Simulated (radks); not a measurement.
Results of a calculation; reference values are marked as such.
Charge is removed step by step from the 5p3/2 level of Nd, starting from [Kr] 4d10 4f4 5s2 5p(1/2: 2, 3/2: 4) 6s2. Code: a radial shooting solver on a logarithmic mesh with Libxc functionals. Model: Dirac Kohn-Sham, PBEsol, spin-unpolarised, spherical densities, point nucleus; open shells fill j = l - 1/2 first.

removed (e),E - E(0) (eV),eigenvalue (eV),E minus straight line (eV)
0,0.000,-21.132,0.000
0.125,2.711,-22.248,-0.522
0.25,5.563,-23.400,-0.901
0.375,8.562,-24.583,-1.135
0.5,11.710,-25.793,-1.219
0.625,15.011,-27.028,-1.151
0.75,18.468,-28.284,-0.926
0.875,22.083,-29.562,-0.544
1,25.859,-30.859,0.000

Removing the whole electron costs 25.859 eV by Delta-SCF, against 21.132 eV from minus the eigenvalue at the starting occupation. Slater's transition state (half an electron removed) gives 25.793 eV. Integrating minus the eigenvalue over the occupation (Janak's theorem) gives 25.859 eV. The mean slope of the eigenvalue, de/dn, is 9.73 eV per electron.
